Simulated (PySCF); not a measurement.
**Excitation energy of W by level of theory**

W [Xe] 4f14 5d4 6s2 (5D) → W [Xe] 4f14 5d3 6s2 7s1 (5F), as a difference of total energies. Computed with PySCF 2.14 in aug-cc-pVDZ-PP with ECP60MDF (5s5p4d2f, 54 functions), with scalar relativity through the core potential. Correlated levels: valence: 5s2 5p6 frozen. The calculations carry no spin-orbit coupling.

```csv
method,excitation energy (eV)
UHF,6.082
MP2 (valence),6.548
SCS-MP2 (valence),6.260
CCSD (valence),6.542
CCSD(T) (valence),6.438
```

**Question.** How much does correlation contribute at CCSD(T) (valence)?

**Answer.** 6.438 − (6.082) = 0.356 eV, measured against UHF.

The promoted electron is Rydberg-like, and one or two diffuse shells describe it only roughly, which tends to raise the upper state.
